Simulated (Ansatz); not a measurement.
Geometry optimisation, RKS LDA/def2-SVP in Ansatz.

input.yaml

```yaml
crystal:
  periodic: [false, false, false]
  atoms:
    - { symbol: Ga, position_ang: [-0.765108, 0.380493, -0.201812] }
    - { symbol: O, position_ang: [0.769598, 0.941248, 0.641869] }
    - { symbol: S, position_ang: [-0.264869, -1.695206, -0.645384] }
    - { symbol: H, position_ang: [0.726561, -1.304026, 0.209219] }
    - { symbol: H, position_ang: [-1.982997, 1.309664, -0.383817] }
    - { symbol: H, position_ang: [1.516815, 0.367827, 0.380026] }
basis:
  gaussian: { orbitals: def2-SVP }
hamiltonian:
  xc: lda
relax:
  f_tol: 0.03
  max_steps: 50
```

Command:

```bash
$ ansatz run input.yaml --threads 2 --pin off --max-ram 3072MiB --backend cpu --events-out ev --progress --plain --runs-dir out
```

Q: Where does it end, and by what steps?

A: The run converged. After 6 steps the energy has fallen by 0.287 eV; H4 moved furthest, 0.61 Å.

```csv
step,energy less start (eV),largest force component (eV/Å),accepted
0,0.0000,1.125,yes
1,-0.1515,0.752,yes
2,-0.2100,0.935,yes
3,-0.2670,0.386,yes
4,-0.2630,0.350,no
5,-0.2833,0.104,yes
6,-0.2871,0.022,yes
```

```xyz
6
Properties=species:S:1:pos:R:3
Ga -0.645 0.401 -0.147
O 0.754 1.254 0.523
S -0.506 -1.748 -0.540
H 0.777 -1.840 -0.084
H -1.920 1.237 -0.425
H 1.540 0.697 0.674
```

Whether the end is a true minimum wasn't checked by a vibrational analysis.

Run time: 6.4 s on 2 threads of Arm Neoverse V1, on a shared host, peak memory 0.14 GiB.
